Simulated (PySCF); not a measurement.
**The 40-electron isoelectronic series, spin-free X2C**

Calculated with PySCF 2.14 from differences of total energies of unrestricted determinants, without spin-orbit coupling. Each ion has its own even-tempered basis scaled to its charge (22s16p11d5f4g for the first); frozen: nothing. Ionisation energies in eV.

| ion | configuration | UHF | NIST (with spin-orbit, Breit and QED) |
| --- | --- | --- | --- |
| Pd⁶⁺ | [Kr] 4d4 (5D) | 101.05 | 101 ± 2 (t) |
| Cd⁸⁺ | [Kr] 4d4 (5D) | 150.55 | 150 ± 2.2 (t) |
| Sn¹⁰⁺ | [Kr] 4d4 (5D) | 207.57 | 208 ± 2.4 (t) |
| Sb¹¹⁺ | [Kr] 4d4 (5D) | 238.87 | 238 ± 2.5 (t) |
| Cs¹⁵⁺ | [Kr] 4d4 (5D) | 382.23 | 382 ± 3 (t) |
| Pr¹⁹⁺ | [Kr] 4d4 (5D) | 553.93 | 554 ± 4 (t) |
| Dy²⁶⁺ | [Kr] 4d4 (5D) | 921.84 | 924 ± 4 (t) |
| Er²⁸⁺ | [Kr] 4d4 (5D) | 1042.8 | 1046 ± 4 (t) |
| Ta³³⁺ | [Kr] 4d4 (5D) | 1375.8 | 1382 ± 5 (t) |

Question: Interpolate the row of Yb³⁰⁺.

Answer: configuration [Kr] 4d4 (5D); UHF 1170.7; NIST (with spin-orbit, Breit and QED) 1175 ± 4 (t).

Each ion has its own basis, which adds noise of up to about 0.1 % along the series.

NIST values marked (s) are semi-empirical, (t) theoretical. Open shells are high-spin determinants of the terms that Hund's rules give; for the heavier ions, far from LS coupling, these are not the ground levels.

Spin-orbit coupling of the open shells is absent from the calculated values and included in NIST's; it grows fast with Z.
